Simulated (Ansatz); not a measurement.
Basis-set series for CH$_{9}$N$_{4}$Nb (`C[N]=[Nb]([NH2])([NH2])[NH2]`). The species carries charge 0 and has multiplicity 1. Nb takes the def2 core potential. All single points use the PBE0-D4/def2-TZVP geometry. It is one conformer, not always the lowest.

| atom | x (Å) | y (Å) | z (Å) |
| --- | --- | --- | --- |
| C1 | -0.7682 | 2.2603 | -0.8869 |
| N2 | -0.3402 | 1.0015 | -0.3933 |
| Nb3 | 0.1877 | -0.5516 | 0.2165 |
| N4 | 1.7987 | -1.0901 | -0.8328 |
| N5 | -1.3168 | -1.8378 | -0.0445 |
| N6 | 0.6215 | -0.3180 | 2.1513 |
| H7 | -0.4787 | 3.0714 | -0.2082 |
| H8 | -1.8585 | 2.2924 | -0.9987 |
| H9 | -0.3262 | 2.4726 | -1.8677 |
| H10 | 2.0741 | -2.0518 | -0.9780 |
| H11 | 2.3316 | -0.4950 | -1.4484 |
| H12 | -2.1398 | -1.6807 | -0.6058 |
| H13 | -1.4560 | -2.6585 | 0.5290 |
| H14 | 0.3845 | 0.4806 | 2.7197 |
| H15 | 1.2862 | -0.8953 | 2.6478 |

```json
{"functional": "PBE0-D4", "basis": "def2-TZVPP", "functions": "337", "energy (Eh)": "-319.45155", "HOMO (eV)": "-6.56", "LUMO (eV)": "0.10"}
{"functional": "PBE0-D4", "basis": "def2-QZVPP", "functions": "636", "energy (Eh)": "-319.47100", "HOMO (eV)": "-6.62", "LUMO (eV)": "-0.17"}
{"functional": "ωB97M-V", "basis": "def2-TZVPP", "functions": "337", "energy (Eh)": "-319.55197", "HOMO (eV)": "-8.86", "LUMO (eV)": "1.05"}
{"functional": "ωB97M-V", "basis": "def2-QZVPP", "functions": "636", "energy (Eh)": "-319.57072", "HOMO (eV)": "-8.92", "LUMO (eV)": "0.54"}
```

Task: Give the rows for def2-SVP. (Estimate.)

Result: Computed: 
| functional | basis | functions | energy (Eh) | HOMO (eV) | LUMO (eV) |
| --- | --- | --- | --- | --- | --- |
| PBE0-D4 | def2-SVP | 146 | -319.12710 | -6.35 | 0.33 |
| ωB97M-V | def2-SVP | 146 | -319.21512 | -8.65 | 1.37 |

Positive LUMOs are unbound and depend on the basis.
